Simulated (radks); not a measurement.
Isoelectronic series with 19 electrons, each ion in its NIST ground configuration. Calculated with a radial shooting solver on a logarithmic mesh with Libxc functionals: Dirac Kohn-Sham, PBE, spin-unpolarised, spherical densities, finite nucleus; open shells are shared between the two j in proportion to 2j + 1; Fermi nuclear charge, rms radius of each element as measured or else 0.836 A^(1/3) + 0.57 fm. Total energies (hartree) and mean radii <r> (bohr) (* marks an orbital that is empty in some or all of the ions):

ion    configuration  E (hartree)  4s1/2*   3p3/2
K           [Ar] 4s1   -602.08908   5.007   1.438
Cr5+        [Ar] 3d1  -1044.27698   2.059  0.8968
Cu10+       [Ar] 3d1  -1616.37579   1.387  0.6519
Se15+       [Ar] 3d1  -2319.93581   1.057  0.5136
Ru25+       [Ar] 3d1  -4132.46267  0.7184  0.3611
In30+       [Ar] 3d1  -5248.65688  0.6185  0.3142
Xe35+       [Ar] 3d1  -6510.88570  0.5421  0.2780
